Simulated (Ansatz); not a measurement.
Ideal-gas functions of `[F][InH][I]` at 400 K and 1 bar, from an Ansatz frequency run at PBE0-D4/def2-TZVP.

Molar mass 261.73 g/mol, point group Cs (symmetry number 1), electronic degeneracy 1, moments of inertia 51.356, 506.925, 558.281 u Å². Harmonic wavenumbers (cm⁻¹, unscaled): 106, 213, 375, 440, 596, 1895.

Use S(trans) = R[1.5 ln M + 2.5 ln T − 1.1517]; rotational temperatures θ = 24.2544 K / I; S(rot) = R[ln(√π/σ · √(T³/θAθBθC)) + 1.5]; for each mode x = 1.438777 ν̃/T, S = R[x/(eˣ − 1) − ln(1 − e⁻ˣ)] and H = RT x/(eˣ − 1); 1 cm⁻¹ = 0.0119627 kJ/mol; R = 8.31446 J/(mol·K).

Q: By hand: the entropy, in J/(mol·K).

A: Translation 184.4. Rotation: θ = 0.4723, 0.0478, 0.0434 K, giving 120.8. Vibration, mode by mode: 16.38, 10.73, 6.43, 5.31, 3.40, 0.07, in all 42.3. Electronic 0.0. Sum 347.5 J/(mol·K).

Q: By hand: H − E and G − E in kJ/mol, counted from the electronic energy.

A: Zero-point energy ½ × 3625 × 0.0119627 = 21.7; thermal vibration 8.8; translation, rotation and pV give 4 RT = 13.3. H − E = 43.8 kJ/mol, and G − E = 43.8 − 400 × 347.5/1000 = -95.2 kJ/mol.

Vibration gives 12 % of the entropy, 16.4 J/(mol·K) of it from the mode under 150 cm⁻¹: soft modes count most, and the harmonic formula is weakest for them.
